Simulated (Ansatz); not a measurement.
Sn(CF3)H3 (CH3F3Sn), 8 atoms. Hardware: 4 threads of AMD EPYC 7B13 on a shared host.

In the def2 sets Sn takes a core potential; there is no spin–orbit coupling. Correlated methods freeze 8 core orbitals; core or outer-core shells of Sn are correlated, in sets that lack core-valence functions.

Question: How many basis functions does each of these Ansatz runs have, and roughly what does it cost? B2PLYP/def2-TZVP, charge 0 singlet, energy, from earlier orbitals; PBE0-D4/def2-SVP, charge 0 singlet, energy, from earlier orbitals; PBE0-D4/def2-TZVP, charge 1 doublet at the geometry of the charge 0 singlet, energy, from earlier orbitals; PBE0-D4/def2-SVP, charge 1 doublet at the geometry of the charge 0 singlet, energy with a search over starts; HF/def2-TZVP, charge 0 singlet, energy and forces, from earlier orbitals; HSE06-D4/def2-TZVP, charge 0 singlet, energy, from earlier orbitals; r2SCAN-D4/def2-TZVP, charge 0 triplet at the geometry of the charge 0 singlet, energy, from earlier orbitals; PBE-D4/def2-TZVP, charge 1 doublet at the geometry of the charge 0 singlet, energy, from earlier orbitals; PBE-QIDH/def2-TZVP, charge 0 singlet, energy, from earlier orbitals; PBE0-D4/def2-TZVP, charge 0 triplet at the geometry of the charge 0 singlet, energy; PBE-D4/def2-TZVP, charge 0 singlet, energy, from earlier orbitals; PBE0-D4/def2-SVP, charge 0 singlet, relaxation, 7 steps.

Answer: Other jobs shared the machine, so times can vary by a factor of up to 3. A dash marks memory too small to be measured apart from the calling script's.

```json
{"run": "PBE0-D4/def2-SVP, charge 0 singlet, energy, from earlier orbitals", "functions": "97", "fitting or Cholesky vectors": "1035", "wall time": "0.95 s", "peak host memory (GiB)": "–"}
{"run": "PBE-D4/def2-TZVP, charge 0 singlet, energy, from earlier orbitals", "functions": "192", "fitting or Cholesky vectors": "1168", "wall time": "1.2 s", "peak host memory (GiB)": "–"}
{"run": "HSE06-D4/def2-TZVP, charge 0 singlet, energy, from earlier orbitals", "functions": "192", "fitting or Cholesky vectors": "1241", "wall time": "2 s", "peak host memory (GiB)": "–"}
{"run": "HF/def2-TZVP, charge 0 singlet, energy and forces, from earlier orbitals", "functions": "192", "fitting or Cholesky vectors": "1484", "wall time": "2 s", "peak host memory (GiB)": "–"}
{"run": "PBE-D4/def2-TZVP, charge 1 doublet at the geometry of the charge 0 singlet, energy, from earlier orbitals", "functions": "192", "fitting or Cholesky vectors": "1168", "wall time": "2.5 s", "peak host memory (GiB)": "–"}
{"run": "PBE0-D4/def2-SVP, charge 1 doublet at the geometry of the charge 0 singlet, energy with a search over starts", "functions": "97", "fitting or Cholesky vectors": "1035", "wall time": "2.8 s", "peak host memory (GiB)": "–"}
{"run": "B2PLYP/def2-TZVP, charge 0 singlet, energy, from earlier orbitals", "functions": "192", "fitting or Cholesky vectors": "1464", "wall time": "3.2 s", "peak host memory (GiB)": "–"}
{"run": "PBE-QIDH/def2-TZVP, charge 0 singlet, energy, from earlier orbitals", "functions": "192", "fitting or Cholesky vectors": "1464", "wall time": "3.3 s", "peak host memory (GiB)": "–"}
{"run": "PBE0-D4/def2-TZVP, charge 0 triplet at the geometry of the charge 0 singlet, energy", "functions": "192", "fitting or Cholesky vectors": "1241", "wall time": "3.3 s", "peak host memory (GiB)": "0.61"}
{"run": "PBE0-D4/def2-TZVP, charge 1 doublet at the geometry of the charge 0 singlet, energy, from earlier orbitals", "functions": "192", "fitting or Cholesky vectors": "1241", "wall time": "3.3 s", "peak host memory (GiB)": "0.6"}
{"run": "r2SCAN-D4/def2-TZVP, charge 0 triplet at the geometry of the charge 0 singlet, energy, from earlier orbitals", "functions": "192", "fitting or Cholesky vectors": "1168", "wall time": "4 s", "peak host memory (GiB)": "–"}
{"run": "PBE0-D4/def2-SVP, charge 0 singlet, relaxation, 7 steps", "functions": "97", "fitting or Cholesky vectors": "1116", "wall time": "10 s", "peak host memory (GiB)": "–"}
```
